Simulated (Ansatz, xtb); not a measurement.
How methods differ on GaH2O (SMILES [O][GaH2])

The species is GaH2O (4 atoms), meant as a doublet with charge 0. As SMILES, `[O][GaH2]`. The shape is that of a PBE0-D4/def2-TZVP optimisation.

```xyz
4

O    -0.8857   -0.4946    1.3221
Ga    0.0788    0.0195   -0.1009
H    -0.6752   -0.0408   -1.4603
H     1.5376    0.4556    0.2187
```

Each level gives the electronic atomisation energy (eV). The values are calculated. Electronic energies at fixed atoms, without zero-point motion or spin-orbit coupling.

```tsv
level	kind	program	value (eV)
GFN0-xTB	semi-empirical	xtb	16.76
GFN1-xTB	semi-empirical	xtb	18.91
UHF/STO-3G	Hartree–Fock	Ansatz	6.97
U-revPBE/STO-3G	GGA	Ansatz	14.45
UBHLYP/STO-3G	global hybrid	Ansatz	10.91
UPBE0/STO-3G	global hybrid	Ansatz	12.61
UCAM-B3LYP/STO-3G	range-separated hybrid	Ansatz	12.96
UB2PLYP/STO-3G	double hybrid	Ansatz	10.91
UMP2/STO-3G	perturbation theory	Ansatz	8.17
UCCSD/STO-3G	coupled cluster or CI	Ansatz	9.62
```

All-electron rows without a relativistic Hamiltonian named are non-relativistic. The values span 6.97 to 18.91 eV. Spin contamination of the reference (⟨S²⟩ at least 0.1 too high) touches UHF/STO-3G, U-revPBE/STO-3G, UBHLYP/STO-3G, UPBE0/STO-3G, UCAM-B3LYP/STO-3G, UB2PLYP/STO-3G, UMP2/STO-3G, UCCSD/STO-3G. The xTB rows lack spin polarisation, so open shells miss the exchange term that lowers them. All rows use very small basis sets, so none should be taken for the real molecule's value. In the correlated wave-function rows the outer d shell of Ga is correlated, in sets not made for it.
